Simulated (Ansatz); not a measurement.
Basis-set extrapolation for `C=C[SiH](O)[SiH2]O` (PBE0-D4/def2-TZVP geometry, frozen core, Ansatz 0.2.0). Multiplicity 1, RHF reference.

|  | def2-TZVPP | def2-QZVPP |
| --- | --- | --- |
| HF | -808.180978 | -808.210200 |
| MP2 correlation | -1.045743 | -1.125095 |
| CCSD(T) correlation | -1.141064 | not run |

Energies in hartree. Use E(X) = E(∞) + A·exp(−7.88·√X) for Hartree–Fock and E(X) = E(∞) + B·X^(−2.97) for correlation, with X = 3 and 4, and add CCSD(T) minus MP2 of the smaller set to the MP2 limit.

What is the CCSD(T) energy at the basis-set limit?

HF limit: -808.210200 + (-0.029222) × 0.13774 = -808.21423. MP2 limit: -1.125095 + (-0.079352) × 0.74074 = -1.18387. Higher-order term: -1.141064 − (-1.045743) = -0.09532. Total: -809.49342 hartree, 450.0 kJ/mol below CCSD(T)/def2-TZVPP.
